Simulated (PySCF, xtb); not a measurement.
B(CCH)2(OMe) (C5H5BO), SMILES C#CB(C#C)OC. Other conformers were not sampled.

Harmonic wavenumbers (cm⁻¹) from GFN2-xTB in xtb at its own minimum, in rising order: 88, 94, 127, 133, 192, 285, 288, 430, 464, 544, 626, 669, 682, 683, 709, 1034, 1107, 1134, 1156, 1319, 1416, 1471, 1474, 2211, 2218, 2952, 2960, 2974, 3358, 3362.

**Question.** What does PySCF 2.14.0 with PBE-D3(BJ)/def2-SVP give at its own minimum? (An estimate is asked for; the answer gives what the named calculation found.)

**Answer.** 90, 110, 130, 159, 208, 305, 315, 460, 494, 617, 641, 664, 666, 717, 718, 1023, 1110, 1140, 1153, 1338, 1416, 1418, 1442, 2103, 2116, 2958, 3057, 3058, 3393, 3395. Paired by order, the mean absolute difference is 31 cm⁻¹ and the zero-point energies are 51.7 and 52.1 kcal/mol.
